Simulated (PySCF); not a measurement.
Computed vibrations of La(OH)3

La(OH)3 (singlet). PySCF 2.14.0, RKS PBE0, La lcecp-1-SVP with ECP46, O def2-SVP, H def2-SVP; non-relativistic Hamiltonian with scalar-relativistic core potentials where named; density fitting; no spin-orbit coupling. Central differences of gradients.

```xyz
7

La    0.0000    0.0000   -0.1243
O     2.1190    0.0000    0.3190
H     3.0188    0.0000    0.6470
O    -1.0595    1.8351    0.3190
H    -1.5094    2.6144    0.6470
O    -1.0595   -1.8351    0.3190
H    -1.5094   -2.6144    0.6470
```

Run from Python with OMP_NUM_THREADS=2. Where DIIS fails, smearing, a level shift and second-order steps follow.
It took 60 s on 2 threads of Intel(R) Xeon(R) Platinum 8259CL CPU @ 2.50GHz (Skylake/Cascade Lake), with other jobs on the host.

(1) What are the harmonic wavenumbers and infrared intensities?

(2) Is this a minimum?

Answers

(1) Modes are labelled in C3v; negative numbers are unstable modes, those under 60 cm⁻¹ near the noise; a finer grid moves soft modes by up to 10 cm⁻¹.
| cm⁻¹ | km/mol | symmetry |
| --- | --- | --- |
| 49 | 10.3 | a1 |
| 109 | 1.2 | e |
| 109 | 1.2 | e |
| 282 | 0.0 | a2 |
| 354 | 290.8 | e |
| 354 | 290.8 | e |
| 448 | 21.8 | e |
| 448 | 21.8 | e |
| 474 | 489.3 | a1 |
| 557 | 224.4 | e |
| 557 | 224.4 | e |
| 586 | 33.3 | a1 |
| 3989 | 140.4 | e |
| 3989 | 140.4 | e |
| 3990 | 26.4 | a1 |

(2) Yes, within the noise of the softest modes. Ideal gas at 298.15 K and 1 bar: S = 357.0 J/(mol K), Cp = 108.8 J/(mol K), H − H(0 K) = 22.4 kJ/mol (rigid rotor, harmonic modes, spin degeneracy alone; the modes under 60 cm⁻¹ make these uncertain).
